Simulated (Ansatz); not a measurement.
## Ansatz (development build ahead of 0.2.0) run

```yaml
crystal:
  periodic: [false, false, false]
  atoms:
    - { symbol: Fe, position_ang: [0.0, 0.0, 0.0] }
    - { symbol: "N", position_ang: [0.0, 0.0, 1.58] }
basis:
  gaussian: { orbitals: def2-SVP }
magnetization:
  initial_magnetization: 1
hamiltonian:
  xc: pbe0
scf:
  omitted_lower_state_checks: [starts, atomic_configurations, cluster_reference, orbital_swaps, given_window_search, neighbouring_geometries, increment]
output:
  forces: true
```

The input is written out in the form of the current development build from the run's settings.

The run gave:

```json
{
 "Converged": "yes",
 "Total energy": "-1317.77134 hartree",
 "Spin squared of the determinant": "0.750",
 "Stability test": "minimum among restricted orbitals"
}
```

Forces (eV/Å):
```json
{"atom": "Fe1", "Fx": "0.000", "Fy": "0.000", "Fz": "4.274"}
{"atom": "N2", "Fx": "0.000", "Fy": "0.000", "Fz": "-4.274"}
```

Caution: no unrestricted run beside it, a lower state can exist; another spin multiplicity may lie lower.
